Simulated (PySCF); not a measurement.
C₅H₈OSi.
SMILES: `C=CC#C[SiH2]OC`

Torsions of this conformer, `[CH2:1]=[CH:2][C:3]#[C:4][SiH2:5][O:6][CH3:7]`: C4–Si5–O6–C7 -56°.

The closed-shell ground state was solved at several levels (PySCF, density fitting, gas phase, non-relativistic). Geometry: PBE0-D3(BJ)/def2-SVP, one conformer, isolated molecule.

| level | basis functions | HOMO (eV) | LUMO (eV) | gap (eV) | dipole (D) |
| --- | --- | --- | --- | --- | --- |
| wB97X-D/def2-SVPD | 211 | -9.02 | 0.32 | 9.34 | 1.95 |
| mPW1PW91/pcSseg-1 | 166 | -7.26 | -1.38 | 5.88 | 2.01 |

Problem. Estimate the row for PBE0/pcSseg-1, a basis of 166 functions; the other rows only guide the guess.

Solution. HOMO -7.24 eV, LUMO -1.37 eV, gap 5.87 eV, dipole 2.01 D.

Problem. How far do the dipole and the HOMO energy spread over the levels?

Solution. The dipole runs from 1.95 to 2.01 D (mean 1.99 D) and the HOMO from -9.02 to -7.24 eV.
